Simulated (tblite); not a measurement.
Compound: C9H7 (doublet state).
Structure used (GFN2-xTB), in Å, numbered top down from 1:
```xyz
16
C9H7 angstrom
C      3.326    0.734    1.975
C      2.562    0.627    1.027
C      1.406    0.803    0.264
C      0.358   -0.077    0.289
C      0.421   -1.169    1.183
C      0.497   -2.088    1.954
C     -0.804    0.041   -0.582
C     -1.785   -0.868   -0.535
C     -0.871    1.206   -1.524
H      1.380    1.682   -0.366
H      0.567   -2.890    2.627
H     -2.655   -0.787   -1.162
H     -1.743   -1.711    0.133
H     -1.796    1.175   -2.093
H     -0.037    1.183   -2.225
H     -0.834    2.148   -0.977
```

Calculated harmonic vibrations of the isolated species, GFN2-xTB (tblite), most abundant isotopes, no scaling. Errors from tens to a few hundred cm⁻¹ against measured bands are possible. One conformer, not necessarily the lowest. Open shells enter through the occupations alone, without spin polarisation, and single modes of such species can be off by tens of per cent.

Harmonic wavenumbers (cm⁻¹): 42.1, 99.6, 104.0, 152.7, 199.3, 222.6, 246.2, 346.9, 357.5, 396.2, 433.7, 460.1, 538.8, 554.8, 638.9, 661.0, 706.8, 773.0, 800.9, 887.7, 947.4, 1007.7, 1035.5, 1080.9, 1104.9, 1259.4, 1328.8, 1390.4, 1409.3, 1435.6, 1484.7, 1489.3, 1631.2, 1944.2, 2229.1, 3005.4, 3014.2, 3049.8, 3056.0, 3111.3, 3141.8, 3394.6.

A = 2616, B = 1290, C = 870.9 MHz; mass 115.055 u (most abundant isotopes); point group C1, symmetry number 1; spin multiplicity 2.

Problem. What is the zero-point energy?

Solution. ½Σν̃ = 25587 cm⁻¹ = 306.09 kJ/mol.

Problem. Entropy at 400 K, 1 bar (ideal gas, RRHO, classical rotation)?

Solution. Translation 174.15, rotation 125.35, vibration 161.45, spin (R ln 2) 5.76: S = 466.7 J/(mol K).

Problem. And Cp and H(400 K) − H(0)?

Solution. Cp = 191.37 J/(mol K), of which vibrations give 158.11 (their classical limit is 42 R = 349.2); H(400 K) − H(0) = 46.96 kJ/mol without the zero-point energy, 33.66 from vibrations.

Problem. What must be added to the electronic energy to get the Gibbs energy at 400 K and 1 bar?

Solution. ZPE + [H(400 K) − H(0)] − T·S = 306.09 + 46.96 − 186.68 = 166.37 kJ/mol.

Problem. Blend soft modes into free rotors: weight 1/[1 + (100 cm⁻¹/ν̃)⁴] for the oscillator and the rest for a rotor with moment μB/(μ + B), μ = h/(8π²ν), B = 10⁻⁴⁴ kg m². What vibrational entropy results?

Solution. 150.56 J/(mol K) in place of 161.45, which changes −T·S at 400 K by +4.36 kJ/mol.

Problem. How do the functions run with temperature in this model?

Solution. 
| T (K) | S (J/(mol K)) | Cp (J/(mol K)) | H − H(0) (kJ/mol) | G − H(0) (kJ/mol) | ln q(vib) |
| --- | --- | --- | --- | --- | --- |
| 100 | 292.3 | 77.6 | 5.33 | -23.91 | 1.58 |
| 200 | 359.9 | 121.2 | 15.32 | -56.65 | 4.13 |
| 300 | 416.4 | 159.1 | 29.38 | -95.53 | 6.73 |
| 500 | 512.4 | 217.9 | 67.47 | -188.71 | 11.79 |
| 800 | 627.8 | 272.7 | 141.80 | -360.45 | 18.70 |
| 1000 | 691.4 | 296.6 | 198.85 | -492.51 | 22.86 |

q(vib) and H(0) count from the zero-point level.

Problem. Which modes carry the vibrational entropy at 400 K?

Solution. 42.1 cm⁻¹: 24.02; 99.6 cm⁻¹: 16.89; 104.0 cm⁻¹: 16.54; 152.7 cm⁻¹: 13.40; 199.3 cm⁻¹: 11.26; 222.6 cm⁻¹: 10.38 J/(mol K); the other 36 give 68.96 together.

Hindered rotation and anharmonicity are outside this model. Other conformers, if any are populated, would add a mixing term that is left out.

On one thread, Arm Neoverse V1 (aarch64), no GPU, shared host with 32 logical CPUs at a one-minute load of 14, this took 0.54 s wall. This covers the Hessian and the dipole derivatives.
